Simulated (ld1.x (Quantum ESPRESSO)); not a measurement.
nitrogen, ultrasoft: configuration errors across variants

```
Element                 : N
Generator               : ld1.x (Quantum ESPRESSO) 7.5
Type                    : ultrasoft
Functional              : LDA (PZ)
Relativity              : scalar-relativistic
Frozen core             : [He]
Valence charge          : 5
Reference configuration : 2s1 2p4
Partial waves           : 2s (bound): rcut 0.80, rcutus 0.95 bohr; 2s channel at -0.2 Ry: rcut 0.80, rcutus 0.95 bohr; 2p (bound): rcut 2.00, rcutus 2.20 bohr; 2p channel at 3.95 Ry: rcut 2.00, rcutus 2.20 bohr; 3d channel at 0.1 Ry: rcut 1.85, rcutus 2.25 bohr
Local potential         : all-electron potential smoothed inside 1.35 bohr (lloc = -1)
Core correction         : a·sin(br)/r model core inside 0.80 bohr
Augmentation charge     : PSQ, radius 0.85 bohr
```

All-electron excitation energies from the reference (eV): (1) 2s2 2p3 -11.204; (2) 2s2 2p2 2.528; (3) 2s2 2p1 31.498; (4) 2s1 2p0 156.136; (5) 2s2 2p0 78.663; (6) 2s2 2p3.3 -12.869; (7) 2s1 2p3 13.981; (8) 2s1 2p4 spin -3.199; (9) 2s2 2p3 spin -14.096.

Spin tests fill each open shell by Hund’s rule, majority spin first.

Tests that are not counted but printed errors over 1 eV. “waves 2p (bound): rcut 2.00, rcutus 3.22 bohr; 2p channel at 3.95 Ry: rcut 2.00, rcutus 3.22 bohr”: 2s2 2p3.3 (solver errors, printed error -251 eV); 2s2 2p2 (solver errors, printed error -102 eV); 2 more.

Errors AE − PS in meV (a dash: test not solved or not reliable):

| change | (1) | (2) | (3) | (4) | (5) | (6) | (7) | (8) | (9) | bound ghosts |
| --- | --- | --- | --- | --- | --- | --- | --- | --- | --- | --- |
| base | +8.9 | +18 | +50 | +417 | +171 | +8.5 | +5.9 | +233 | +253 | none |
| waves 2p (bound): rcut 1.44, rcutus 1.52 bohr; 2p channel at 3.95 Ry: rcut 1.44, rcutus 1.52 bohr | +9.8 | +20 | +57 | +451 | +196 | +8.7 | +2.9 | +231 | +254 | none |
| waves 2p (bound): rcut 1.82, rcutus 1.92 bohr; 2p channel at 3.95 Ry: rcut 1.82, rcutus 1.92 bohr | +9.2 | +19 | +50 | +427 | +178 | +8.8 | +5.6 | +233 | +253 | none |
| waves 2p (bound): rcut 2.00, rcutus 2.52 bohr; 2p channel at 3.95 Ry: rcut 2.00, rcutus 2.52 bohr | +8.7 | +15 | +48 | +410 | +165 | +7.0 | +0.5 | +231 | +253 | none |
| waves 2p (bound): rcut 2.00, rcutus 2.80 bohr; 2p channel at 3.95 Ry: rcut 2.00, rcutus 2.80 bohr | +8.5 | -6.4 | +15 | +407 | +163 | +2.3 | -31 | +219 | +252 | none |
| waves 2p (bound): rcut 2.00, rcutus 2.98 bohr; 2p channel at 3.95 Ry: rcut 2.00, rcutus 2.98 bohr | +8.3 | -55 | -73 | +405 | +162 | – | – | – | – | none |
| waves 2p (bound): rcut 2.00, rcutus 3.22 bohr; 2p channel at 3.95 Ry: rcut 2.00, rcutus 3.22 bohr | +8.0 | – | -241 | +405 | +162 | – | – | +158 | – | none |

Problem. Give the same row for: waves 2p (bound): rcut 1.66, rcutus 1.76 bohr; 2p channel at 3.95 Ry: rcut 1.66, rcutus 1.76 bohr.

Solution. +9.4, +18, +52, +437, +185, +8.7, +4.0, +233, +253; bound ghosts: none.
